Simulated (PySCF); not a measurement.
## `C[C@@]1([SiH3])CN[Si@@H]1[AsH2]`, C₃H₁₂AsNSi₂

Molfile (atoms numbered from 1):
```
C3H12AsNSi2
     RDKit          3D

 19 19  0  0  0  0  0  0  0  0999 V2000
   -1.4296   -1.1406    0.9486 C   0  0  0  0  0  0  0  0  0  0  0  0
   -0.5214   -0.0160    0.4778 C   0  0  1  0  0  0  0  0  0  0  0  0
   -1.4032    1.1484   -0.7319 Si  0  0  0  0  0  4  0  0  0  0  0  0
    0.1561    0.7352    1.6345 C   0  0  0  0  0  0  0  0  0  0  0  0
    1.5179    0.6621    1.1443 N   0  0  0  0  0  0  0  0  0  0  0  0
    1.2521   -0.5436   -0.0626 Si  0  0  2  0  0  4  0  0  0  0  0  0
    2.1161    0.0887   -2.1165 As  0  0  0  0  0  3  0  0  0  0  0  0
   -0.9062   -1.8037    1.6375 H   0  0  0  0  0  0  0  0  0  0  0  0
   -2.3053   -0.7448    1.4641 H   0  0  0  0  0  0  0  0  0  0  0  0
   -1.7761   -1.7347    0.1045 H   0  0  0  0  0  0  0  0  0  0  0  0
   -2.6153    1.6805   -0.0976 H   0  0  0  0  0  0  0  0  0  0  0  0
   -1.7740    0.3870   -1.9333 H   0  0  0  0  0  0  0  0  0  0  0  0
   -0.5171    2.2553   -1.1090 H   0  0  0  0  0  0  0  0  0  0  0  0
   -0.1642    1.7746    1.7708 H   0  0  0  0  0  0  0  0  0  0  0  0
    0.0180    0.2103    2.5871 H   0  0  0  0  0  0  0  0  0  0  0  0
    2.2771    0.8819    1.7700 H   0  0  0  0  0  0  0  0  0  0  0  0
    1.5014   -1.9545    0.3421 H   0  0  0  0  0  0  0  0  0  0  0  0
    3.2428   -0.8958   -1.9705 H   0  0  0  0  0  0  0  0  0  0  0  0
    1.3209   -0.9812   -2.8066 H   0  0  0  0  0  0  0  0  0  0  0  0
  2  1  1  1
  2  3  1  0
  2  4  1  0
  4  5  1  0
  5  6  1  0
  6  7  1  0
  6  2  1  0
  1  8  1  0
  1  9  1  0
  1 10  1  0
  3 11  1  0
  3 12  1  0
  3 13  1  0
  4 14  1  0
  4 15  1  0
  5 16  1  0
  6 17  1  1
  7 18  1  0
  7 19  1  0
M  END
```

Computed, not measured: TDDFT CAM-B3LYP/def2-SVPD circular dichroism and optical rotation, one conformer, gas phase (PySCF). Geometry: GFN2-xTB.

The molecule is flexible and this is one conformer; a measurement averages over conformers. The calculation is non-relativistic, which matters for the atoms heavier than Zn.

Q: Assign R or S to each stereocentre.

A: C2 S, Si6 R.

Q: Which excitations and rotatory strengths does the calculation give?

A: Rotatory strengths R in 10⁻⁴⁰ esu² cm², velocity form and length form (origin at the centre of mass); f in length form.
```
state  E (eV)  λ (nm)      f  R (velocity)  R (length)                                    main
    1    5.33     232  0.004         +20.9       +19.8                          HOMO→LUMO 0.95
    2    6.02     206  0.003          +1.2        +1.4      HOMO→LUMO+1 0.34, HOMO−1→LUMO 0.25
    3    6.23     199  0.050         -47.1       -46.3      HOMO−1→LUMO 0.36, HOMO→LUMO+1 0.34
    4    6.44     193  0.028         +29.3       +27.5      HOMO→LUMO+3 0.43, HOMO−1→LUMO 0.22
    5    6.51     191  0.058         +47.7       +47.3      HOMO→LUMO+2 0.38, HOMO→LUMO+1 0.17
    6    6.56     189  0.015          -2.3        -1.7      HOMO−2→LUMO 0.62, HOMO→LUMO+3 0.18
    7    6.85     181  0.107         -33.4       -32.6      HOMO→LUMO+5 0.43, HOMO→LUMO+4 0.12
    8    6.96     178  0.049          +8.6        +8.0    HOMO−1→LUMO+1 0.50, HOMO→LUMO+5 0.09
    9    7.06     176  0.002          -5.9        -6.5  HOMO−2→LUMO+1 0.41, HOMO−1→LUMO+2 0.19
   10    7.15     173  0.030         -16.7       -16.5  HOMO−1→LUMO+3 0.29, HOMO−1→LUMO+2 0.20
   11    7.27     170  0.195         +45.5       +45.4  HOMO−2→LUMO+1 0.19, HOMO−2→LUMO+2 0.18
   12    7.39     168  0.011         +16.3       +17.5  HOMO−2→LUMO+3 0.35, HOMO−1→LUMO+3 0.17
   13    7.43     167  0.006          +6.6        +5.2    HOMO−2→LUMO+2 0.34, HOMO→LUMO+7 0.15
   14    7.45     166  0.023         -23.5       -22.6    HOMO−3→LUMO 0.72, HOMO−2→LUMO+2 0.08
   15    7.51     165  0.004          +8.8        +7.1    HOMO−2→LUMO+3 0.27, HOMO→LUMO+7 0.16
   16    7.57     164  0.046         -20.5       -21.7      HOMO→LUMO+4 0.50, HOMO→LUMO+5 0.15
```

Among the states computed, the strongest CD band (largest |R|) is state 5. The largest dissymmetry factor in size, g = 4R/(D+G), with D and G the electric and magnetic dipole strengths, is +0.04 for state 1 (velocity form, f = 0.004), among bands with |R| over 0.5. The mirror image has the same energies and oscillator strengths and all R with the opposite sign.
